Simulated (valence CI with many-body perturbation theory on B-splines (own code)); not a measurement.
## Xe XLVII: what each term of the Hamiltonian does

Calculated by configuration interaction combined with many-body perturbation theory (CI+MBPT): six valence electrons over a frozen Dirac-Fock core [He], a basis of 9 s, 9 p, 8 d, 6 f, 3 g, 1 h functions for each j, with the one-electron correlation potential Σ1 (screened to all orders), the two-electron term Σ2, the three-electron term Σ3, Breit, model QED; selected single and double excitations, second order for the rest, scaled by the run's own slope (own B-spline code, finite nucleus).

No measured spectrum was set against this ion. As an estimate, large intervals hold to a few tenths of a per cent, small ones and those within an open d or f shell to about a per cent. Among the levels kept, up to 2500 cm⁻¹ of a level comes from second order outside the variational space, and about a tenth of that is noise between levels of different J, which matters for small intervals.

Each rung adds one term. CI alone is the Dirac-Coulomb CI over the frozen core; QED comes last and gives the full result, which names the levels. Energies are above (2s^2 2p1/2^2 2p3/2^2) J=2 on the same rung, in × 10³ cm⁻¹.

Levels are named by their leading jj configuration (3d3/2^4 stands for four electrons in 3d with j = 3/2), which in mixed levels can hold well under half, so a name can repeat and another be missing. Letters in brackets count levels of one name in rising energy.

```tsv
Level	CI alone	Σ1	Σ2	Σ3	Breit	QED	Full
(2s^2 2p1/2^2 2p3/2^2) J=0	282.49	+0.01	+1.49	-0.31	+23.28	-0.35	306.61
(2s^2 2p1/2 2p3/2^3) J=1	2717.5	+0.76	+0.28	-0.14	-28.68	+5.06	2694.7
(2s^2 2p1/2 2p3/2^3) J=2	2874.7	+0.77	+0.52	-0.38	-51.71	+5.05	2829.0
(2s 2p1/2^2 2p3/2^3) J=2	4838.8	-1.21	-2.38	-1.29	+0.78	-41.88	4792.8
(2s 2p1/2^2 2p3/2^3) J=1	5262.6	-1.20	-3.06	-2.14	+6.51	-42.06	5220.6
(2s^2 2p3/2^4) J=0	5691.2	+1.52	+1.72	-0.59	-67.75	+9.42	5635.6
(2s 2p1/2 2p3/2^4) J=0	7621.1	-0.44	-1.07	-1.44	-30.26	-36.98	7550.9
(2s 2p1/2 2p3/2^4) J=1	7890.2	-0.46	-2.46	-2.11	-40.41	-37.12	7807.7
(2p1/2^2 2p3/2^4) J=0	10349	-2.38	-5.68	-3.70	+12.86	-83.24	10267
(2s^2 2p1/2^2 2p3/2 3s) J=2	35957	+2.14	+0.86	-1.39	-35.32	+9.49	35933
(2s^2 2p1/2^2 2p3/2 3s) J=1	36008	+2.14	+0.77	-1.40	-33.78	+9.47	35986
(2s^2 2p1/2^2 2p3/2 3p1/2) J=1	36568	+1.74	+0.69	-1.40	-17.59	-3.71	36548
(2s^2 2p1/2^2 2p3/2 3p1/2) J=2	36590	+1.74	+0.57	-1.39	-23.73	-3.70	36563
(2s^2 2p1/2^2 2p3/2 3p3/2) J=3	37359	+1.90	+0.63	-1.39	-38.11	-2.31	37319
(2s^2 2p1/2^2 2p3/2 3p3/2) J=1	37357	+1.90	+0.73	-1.40	-35.73	-2.34	37320
(2s^2 2p1/2^2 2p3/2 3p3/2) J=2	37506	+1.91	+0.37	-1.40	-34.51	-2.32	37470
(2s^2 2p1/2^2 2p3/2 3p3/2) J=0	37635	+1.91	+1.36	-1.40	-25.63	-2.46	37609
(2s^2 2p1/2^2 2p3/2 3d3/2) J=2	38026	+2.21	+0.85	-1.34	-35.58	-3.59	37989
(2s^2 2p1/2^2 2p3/2 3d3/2) J=3	38077	+2.22	+0.90	-1.36	-42.26	-3.54	38033
(2s^2 2p1/2^2 2p3/2 3d3/2) J=1	38090	+2.21	+0.94	-1.36	-35.44	-3.58	38053
(2s^2 2p1/2^2 2p3/2 3d3/2) J=0	38087	+2.22	+1.81	-1.36	-24.34	-3.73	38061
(2s^2 2p1/2^2 2p3/2 3d5/2) J=4	38257	+2.24	+1.19	-1.36	-48.66	-3.04	38208
(2s^2 2p1/2^2 2p3/2 3d5/2) J=2	38315	+2.24	+0.84	-1.35	-45.37	-2.86	38269
(2s^2 2p1/2^2 2p3/2 3d5/2) J=3	38416	+2.24	+0.76	-1.34	-50.67	-2.73	38364
(2s^2 2p1/2^2 2p3/2 3d5/2) J=1	38464	+2.24	+0.89	-1.35	-40.94	-2.88	38422
(2s^2 2p1/2 2p3/2^2 3s) J=2 [a]	38577	+2.90	+0.89	-1.33	-75.65	+14.38	38518
(2s^2 2p1/2 2p3/2^2 3s) J=1 [a]	38640	+2.91	+0.68	-1.32	-75.85	+14.53	38581
(2s^2 2p1/2 2p3/2^2 3s) J=3	38780	+2.91	+1.09	-1.59	-105.98	+14.29	38691
(2s^2 2p1/2 2p3/2^2 3s) J=2 [b]	38818	+2.92	+1.05	-1.59	-103.63	+14.57	38731
(2s^2 2p1/2 2p3/2^2 3s) J=0	38988	+2.92	+2.37	-1.84	-66.87	+14.15	38939
(2s^2 2p1/2 2p3/2^2 3s) J=1 [b]	39015	+2.92	+1.54	-1.83	-69.51	+14.32	38962
```

The middle columns are the shifts that each term adds.

(1) How does the ionisation energy move along the ladder, and which term matters most?

## Answers

(1) CI alone 8150.5, + Σ1 8150.8, + Σ2 8151.0, + Σ3 8150.9, + Breit 8144.6, + QED 8144.2 eV. The largest step is Breit, -6.2 eV. NIST lists 8144 ± 4 eV (theoretical).
